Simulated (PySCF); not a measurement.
**Ni: excitation energy**

Ni [Ar] 3d8 4s2 (3F) → Ni [Ar] 3d9 4s1 (3D), as a difference of total energies. Calculation: PySCF 2.14, in aug-cc-pVDZ-DK (7s6p4d2f, 59 functions); scalar relativity by spin-free X2C-1e. Correlated levels: valence: [Ar] frozen. The calculations carry no spin-orbit coupling.

| method | excitation energy (cm⁻¹) |
| --- | --- |
| UHF | 13762 |
| MP2 (valence) | -3238.6 |
| SCS-MP2 (valence) | -33.330 |
| CCSD (valence) | 4077.6 |
| CCSD(T) (valence) | 3130.6 |
